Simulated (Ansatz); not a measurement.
`[CH3][Ge]([F])([F])[Cl]` + H₂Se → `[F][Ge]([F])([Cl])[SeH]` + CH₄ at 700 K and 1 bar (ligand exchange at a Ge–C bond).

Isolated molecules relaxed with PBE0-D4/def2-TZVP in Ansatz; ΔE leaves out vibrations. CCSD(T)/CBS adds triple-zeta CCSD(T) − MP2 to the extrapolated MP2 energy (def2 sets, frozen cores). This one scheme is used for every species. For Ge, Se outer-core shells are correlated without core-valence functions, which leaves a few kJ/mol of doubt a bond. Scalar relativity is left out up to krypton. Each species was taken in one conformer, which may not be the lowest.

```tsv
species	CCSD(T)/CBS energy (Eh)	H − E (kJ/mol)	S (J/(mol·K))
`[CH3][Ge]([F])([F])[Cl]`	-2775.47323	184.2	460.8
H₂Se	-2401.89790	61.1	251.1
`[F][Ge]([F])([Cl])[SeH]`	-5136.92697	106.2	474.6
CH₄	-40.46206	145.9	224.0
```

H − E and S are ideal-gas, rigid-rotor, harmonic terms from PBE0-D4/def2-TZVP, for one conformer and one mirror image of each species. 1 Eh = 2625.50 kJ/mol, R = 8.31446 J/(mol·K).

**Question.** By hand: ΔE, ΔH, ΔS and ΔG.

**Answer.** ΔE = (-5136.92697) + (-40.46206) − (-2775.47323) − (-2401.89790) = -0.01790 Eh = -47.0 kJ/mol. Δ(H − E) = 106.2 + 145.9 − 184.2 − 61.1 = 6.8, so ΔH = -40.2 kJ/mol. ΔS = 474.6 + 224.0 − 460.8 − 251.1 = -13.3 J/(mol·K). ΔG = -40.2 − 700 × (-13.3)/1000 = -30.9 kJ/mol.

**Question.** By hand: the equilibrium constant, and the temperature at which ΔG would vanish if ΔH and ΔS stayed fixed.

**Answer.** log₁₀ K = −ΔG/(RT ln 10) = 2.3. ΔG = 0 at ΔH/ΔS = 3023 K, far beyond where these terms or the molecules hold.

The number of gas molecules stays the same, so ΔS is small and ΔH decides. A doubt of 5 kJ/mol in ΔE shifts log₁₀ K by 0.4 here. Other conformers and mirror images would add mixing entropy, several J/(mol·K) or more a flexible species. These are equilibria of isolated gas molecules and say nothing of rates. Largest T1 diagnostic: 0.011 (customary marks: 0.02 for closed shells, 0.045 for open ones).
